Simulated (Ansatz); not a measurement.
Input for Ansatz (a first-principles code): SC-NEVPT2 on CASSCF(6,4)/def2-SVPD on BeBrI (SMILES [Br][Be][I]), a point of a bond scan (R = 5.846 Å). Elements past Kr take the def2 small-core potentials; no spin–orbit coupling.

Ansatz 0.2 input:
```yaml
crystal:
  periodic: [false, false, false]
  atoms:
    - {symbol: Be, position_ang: [-0.00000000, -0.00000000, -0.50333561]}
    - {symbol: Br, position_ang: [-0.00000000, -0.00000000, -2.45917122]}
    - {symbol: I, position_ang: [0.00000000, 0.00000000, 5.34298573]}
basis:
  gaussian:
    orbitals: def2-SVPD
    pivot_positions_ang: [[-0.00000000, -0.00000000, -0.50333561], [-0.00000000, -0.00000000, -2.45917122], [0.00000000, 0.00000000, 5.34298573]]
magnetization: {spin_polarized: false}
correlation: {method: sc_nevpt2, electrons: outside_noble_gas, active_space: {window: {electrons: 6, orbitals: 4}}}
output: {orbitals: {seedname: ./end}}
```

The log:

```
WARN ansatz: RAYON_NUM_THREADS=1 ignored (pool sized by the plan → 1); use --threads N
Functional definition: HF
integrals: 0.03 GiB planned
1091 factors; integrals over basis functions are off by at most 2.1e-4 eV
mean field: 0.32 GiB planned
mean field evaluation 1: about -78455.8378 eV, gradient 1.9e1 eV
mean field evaluation 2: about -78455.8625 eV, gradient 1.9e1 eV
mean field evaluation 4: about -78457.3370 eV, gradient 9.9e0 eV
mean field evaluation 8: about -78458.4195 eV, gradient 1.5e0 eV
mean field evaluation 16: about -78458.4750 eV, gradient 2.6e-6 eV
mean field evaluation 32: about -78458.4452 eV, gradient 7.3e-1 eV
mean field -78458.47498169 eV, -2883.2957745125 hartree, gradient 2.6e-6 eV, S^2 0.000000; 4 other end points of the search recorded, 0 dependent functions left out; unrestricted orbitals would lower it
reference -78458.47498169 eV, -2883.2957745125 hartree; 32, 32 occupied and 56, 56 virtual orbitals, 1091 factors
configuration interaction: 0.14 GiB planned
configuration interaction: 0.00 GiB planned
state -78461.21604402 eV, -2883.3965066955 hartree
state -78461.21604402 eV, -2883.3965066955 hartree; corrected -78467.19207095 eV, -2883.6161216343 hartree
WARN: 2 active orbitals are nearly empty or full. The corrections depend on them more than the energy does, and are more stable in an active space without them
Total energy: -78467.19207095 eV, -2883.6161216343 hartree
```

The calculation finished and met its thresholds.

Warnings raised: idle orbitals.

Cost: about 12 core-seconds (a rough figure).
